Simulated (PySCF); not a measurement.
Ligands exchanged one at a time, B SiH3-H. Gas-phase values, no solvent. Strings in code marks are SMILES.

The vertical ionisation energy (Delta-SCF) from two functionals at the same geometries (B3LYP-D3(BJ)/def2-TZVP), both in PySCF: PBE-D3(BJ)/def2-TZVP and B3LYP-D3(BJ)/def2-TZVP. B3LYP has the VWN-RPA correlation part, as in Gaussian. Delta-SCF ions had no search for a lower state. 

| species | PBE-D3(BJ)/def2-TZVP (eV) | B3LYP-D3(BJ)/def2-TZVP (eV) |
|---|---|---|
| 1 of 3 SiH3 replaced by H (`[SiH3]B[SiH3]`) | 9.71 | 9.94 |
| 2 of 3 SiH3 replaced by H (`B[SiH3]`) | 10.62 | 10.82 |
| 3 of 3 SiH3 replaced by H | 12.90 | 13.17 |

Over these rows, drawn at random from the members with no instability flagged (it was tested for open shells, ions and some series alone), PBE minus B3LYP-D3(BJ): mean -0.23 eV, from -0.27 eV to -0.20 eV.
